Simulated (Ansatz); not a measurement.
Mulliken charges of `C1[NH][AlH][O]1` from B3LYP/def2-TZVPP in Ansatz (PBE0-D4/def2-TZVP geometry).

| atom | x (Å) | y (Å) | z (Å) | charge (e) |
| --- | --- | --- | --- | --- |
| C1 | -0.254 | 0.762 | -0.440 | 0.183 |
| N2 | 0.577 | 0.253 | 0.655 | -0.381 |
| Al3 | 0.036 | -1.360 | 0.209 | 0.460 |
| O4 | -0.820 | -0.429 | -0.975 | -0.456 |
| H5 | 0.332 | 1.277 | -1.213 | 0.080 |
| H6 | -1.052 | 1.431 | -0.091 | 0.080 |
| H7 | 1.108 | 0.887 | 1.221 | 0.113 |
| H8 | 0.166 | -2.879 | 0.578 | -0.079 |

By hand: the dipole of these point charges (1 e Å = 4.8032 D).

Σ q r = (0.179, 0.157, 0.199) e Å, of length 0.310 e Å = 1.49 D.

How does the dipole of the full density compare? (Estimate.)

Computed: (0.252, 0.017, 0.308) e Å, 1.91 D; the point charges give 0.78 times that, at 28° from its direction.

Point charges leave out the atoms' own dipoles, such as those of lone pairs, and Mulliken's split depends on the basis, so the two needn't agree.

B3LYP here is the variant with VWN-RPA as its local correlation; programs differ in this.
